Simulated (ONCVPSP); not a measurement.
# Transferability test, ONCV potential for Ge

```
Element                 : Ge
Generator               : ONCVPSP 4.0.1
Type                    : optimised norm-conserving Vanderbilt (ONCV)
Functional              : LDA (Perdew-Zunger)
Relativity              : scalar-relativistic
Frozen core             : [Ar] 3d10
Valence charge          : 4
Reference configuration : 4s2 4p2
Partial waves           : 4s: rc 1.70 bohr, ncon 3, nbas 7, qcut 4 1/bohr, 2 projectors, debl 3.3 Ha; 4p: rc 1.70 bohr, ncon 5, nbas 10, qcut 5.8 1/bohr, 1 projector
Local potential         : polynomial inside 1.60 bohr (lpopt 2, dvloc0 4 Ha)
Core correction         : Teter function, fcfact 3.75, rcfact 1.25
```

Energies are relative to the spin-unpolarised reference configuration 4s2 4p2; without spin polarisation the order of configurations can differ from experiment.

```tsv
valence configuration	charge	ΔE all-electron (eV)	error AE − PS (meV)
4s2 4p1	+1	7.636	+0.4
4s2 4p0	+2	23.352	-2.1
4s1 4p0	+3	58.570	-37
```

**Question.** What are ΔE and the potential's error for 4s2 4p1.5?

**Answer.** ΔE = 2.889 eV all-electron; the error (AE − PS) is 0.0 meV.

Levels in the configuration 4s2 4p0:

```csv
level,all-electron (eV),pseudo (eV)
4s,-29.635,-29.655
```
